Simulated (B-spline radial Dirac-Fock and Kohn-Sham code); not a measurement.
# Ho⁴¹⁺: eigenvalues, ΔSCF and the reference

System: holmium as Ho⁴¹⁺, configuration [Ar] 3d8.

The density-functional columns are spherical, spin-unpolarised Dirac-Kohn-Sham results without Breit or QED terms: −ε is minus the orbital energy of the initial state and ΔSCF the difference of two total energies. The reference in the last column comes from Dirac-Fock ΔSCF + Breit + QED. All numbers are from a radial atomic solver, in eV; a selection of levels is shown. The Kohn-Sham columns are given as differences from the reference. For the 1s level of heavy atoms much of the gap between ΔSCF and the reference is the Breit and QED part, -251.0 eV here; for other levels the error of the functional can be larger.

```
     level  LDA −ε − DF  LDA ΔSCF − DF  Dirac-Fock
    K (1s)       -280.1         +239.8     57701.4
   L1 (2s)       -171.9          -52.1     11428.9
L2 (2p1/2)       -131.2          +13.8     10959.0
L3 (2p3/2)       -139.7           -7.7     10105.4
   M1 (3s)        -86.9          -35.8      3993.0
M2 (3p1/2)        -68.4          -14.8      3793.1
M3 (3p3/2)        -68.3          -17.3      3598.7
 M4,5 (3d)        -55.7           +1.7      3260.9
```

Values without a named source are computed, but for edge energies of neutral atoms, which are taken from tables.
